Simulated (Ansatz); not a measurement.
Ideal-gas functions of H$_{5}$OPSSi (`O[SiH](P)S`) at 500 K and 1 bar, from an Ansatz frequency run at PBE0-D4/def2-TZVP.

Molar mass 112.17 g/mol, point group C1 (symmetry number 1), electronic degeneracy 1, moments of inertia 123.903, 218.303, 312.424 u Å². Harmonic wavenumbers (cm⁻¹, unscaled): 131, 133, 174, 216, 248, 315, 434, 518, 588, 672, 741, 786, 795, 878, 918, 1087, 2249, 2409, 2420, 2705, 3906.

Use S(trans) = R[1.5 ln M + 2.5 ln T − 1.1517]; rotational temperatures θ = 24.2544 K / I; S(rot) = R[ln(√π/σ · √(T³/θAθBθC)) + 1.5]; for each mode x = 1.438777 ν̃/T, S = R[x/(eˣ − 1) − ln(1 − e⁻ˣ)] and H = RT x/(eˣ − 1); 1 cm⁻¹ = 0.0119627 kJ/mol; R = 8.31446 J/(mol·K).

Problem. By hand: the entropy, in J/(mol·K).

Solution. Translation 178.5. Rotation: θ = 0.1958, 0.1111, 0.0776 K, giving 121.3. Vibration, mode by mode: 16.48, 16.35, 14.15, 12.40, 11.29, 9.41, 6.99, 5.72, 4.87, 4.02, 3.43, 3.10, 3.04, 2.52, 2.30, 1.56, 0.10, 0.06, 0.06, 0.03, 0.00, in all 117.9. Electronic 0.0. Sum 417.7 J/(mol·K).

Problem. By hand: H − E and G − E in kJ/mol, counted from the electronic energy.

Solution. Zero-point energy ½ × 22323 × 0.0119627 = 133.5; thermal vibration 31.1; translation, rotation and pV give 4 RT = 16.6. H − E = 181.2 kJ/mol, and G − E = 181.2 − 500 × 417.7/1000 = -27.7 kJ/mol.

Vibration gives 28 % of the entropy, 32.8 J/(mol·K) of it from the modes under 150 cm⁻¹: soft modes count most, and the harmonic formula is weakest for them. The sum counts one conformer and one mirror image; others add a mixing term.
